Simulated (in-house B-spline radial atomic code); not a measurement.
Configurations of Al VIII (Al7+), with energies counted from [He] 2s2 2p2. Computed with a B-spline radial code for spherical atoms: scalar-relativistic (X2C) LC-wPBE, spin-polarised, spherical fractional occupations, Fermi nucleus of rms radius 3.061 fm. Shells without spins written out take the highest spin.

Caution: exact exchange at fractional occupations of open shells leaves self-interaction of up to several eV.

```json
{"configuration": "[He] 2s(0 up, 1 down) 2p(0 up, 3 down)", "E - E(ref) (eV)": "12.462", "highest orbital": "2p down", "its <r> (bohr)": "0.4921"}
{"configuration": "[He] 2s1 2p2 3s1", "E - E(ref) (eV)": "180.71", "highest orbital": "3s up", "its <r> (bohr)": "1.358"}
{"configuration": "[He] 2s2 2p1 3d1", "E - E(ref) (eV)": "187.23", "highest orbital": "3d up", "its <r> (bohr)": "1.218"}
{"configuration": "[He] 2s1 2p2 3d1", "E - E(ref) (eV)": "203.44", "highest orbital": "3d up", "its <r> (bohr)": "1.211"}
{"configuration": "[He] 2s(0 up, 1 down) 2p(1 up, 1 down) 3p(0 up, 1 down)", "E - E(ref) (eV)": "210.05", "highest orbital": "3p down", "its <r> (bohr)": "1.356"}
```

**Question.** Order these further configurations by energy, lowest first.
A. [He] 2s2 2p1 3s1
B. [He] 2s(1 up, 0 down) 2p(1 up, 1 down) 3d(0 up, 1 down)
C. [He] 2s2 2p(1 up, 1 down)
D. [He] 2s2 2p(0 up, 1 down) 3p(0 up, 1 down)
E. [He] 2s1 2p2 3p1

**Answer.** C (9.0182 eV), A (164.18 eV), D (176.31 eV), E (192.95 eV), B (222.14 eV).
